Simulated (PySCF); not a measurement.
Bonds (- single, = double, # triple, : aromatic): O1=C2 1.190 Å, C2-Cl3 1.772 Å, C2-C4 1.465 Å, C4:C5 1.395 Å, C5:C6 1.381 Å, C6:C7 1.386 Å, C7-F8 1.341 Å, C7:C9 1.386 Å, C9:C10 1.379 Å, C10:C4 1.400 Å. C5 carries H11; C6 carries H12; C9 carries H13; C10 carries H14.

Computational details: GFN2-xTB structure, σ from GIAO-PBE0/pcSseg-1, in PySCF 2.14 (a single conformation, non-relativistic Hamiltonian, fast rotation and ring inversion assumed for equivalent nuclei, no solvent model).

Q: List the cross peaks expected in HSQC, COSY and HMBC spectra.

A: 

HSQC (one-bond C–H):
```
            δH              δC
8.68 (H11/H14)  142.4 (C5/C10)
7.46 (H12/H13)   121.8 (C6/C9)
```

COSY cross peaks (H two or three bonds apart, from the bond graph; peaks can be absent where the dihedral angle is near 90°):
```
            δH              δH
8.68 (H11/H14)  7.46 (H12/H13)
```

HMBC (two and three bonds, from the bond graph):
```
            δH                                                                 δC
8.68 (H11/H14)  178.1 (C7), 175.2 (C2), 142.4 (C5/C10), 132.3 (C4), 121.8 (C6/C9)
7.46 (H12/H13)              178.1 (C7), 142.4 (C5/C10), 132.3 (C4), 121.8 (C6/C9)
```

Scale: ¹H and ¹³C vs TMS (reference shieldings calculated alike).

Carbons that carry Cl, above all several Cl atoms, come out too deshielded, partly because spin–orbit coupling is missing. Shifts are as computed. Against solution values, carbons near 30 ppm lie about +3 ppm off and those near 130 ppm about +5 ppm; carbons on Cl a further +6 ppm. Of 1211 compounds with measured shifts, 218 miss one by over three times the rms of a fit or turn the order of signals round; such compounds aren't used in these exercises.
